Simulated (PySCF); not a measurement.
Al(Cl)(F)(OSiH3) (AlClFH₃OSi), SMILES [F][Al]([Cl])[O][SiH3].

Geometry: B3LYP-D3(BJ)/def2-SVP. The structure was generated by enumeration; whether it is a known compound was not checked. The values are those of a single conformer.

These are TDA-B3LYP/def2-SVPD (PySCF) values and carry that method's errors.

Vertical excitations. Isolated molecule, no solvent.

Task: List the lowest excited states. (Estimate from the structure and the level; the computed values follow.)

Result: 
```csv
state,energy (eV),λ (nm),f,main pairs
S1,6.25,198,0.005,HOMO→LUMO 97 %
S2,6.38,194,0.000,HOMO−1→LUMO 97 %
S3,6.80,182,0.025,HOMO−2→LUMO 97 %
S4,6.95,178,0.042,HOMO−3→LUMO 97 %
S5,7.28,170,0.001,HOMO→LUMO+1 94 %
S6,7.69,161,0.091,HOMO−1→LUMO+1 95 %
S7,7.77,160,0.001,HOMO−2→LUMO+1 95 %
S8,7.98,155,0.007,HOMO→LUMO+2 85 %
S9,8.11,153,0.005,HOMO−1→LUMO+2 88 %
S10,8.12,153,0.015,"HOMO−3→LUMO+1 58 %, HOMO−4→LUMO 20 %"
T1,6.04,205,0,HOMO→LUMO 94 %
T2,6.18,201,0,HOMO−1→LUMO 94 %
T3,6.55,189,0,HOMO−2→LUMO 94 %
T4,6.63,187,0,HOMO−3→LUMO 95 %
```
Triplets are in the Tamm–Dancoff approximation.
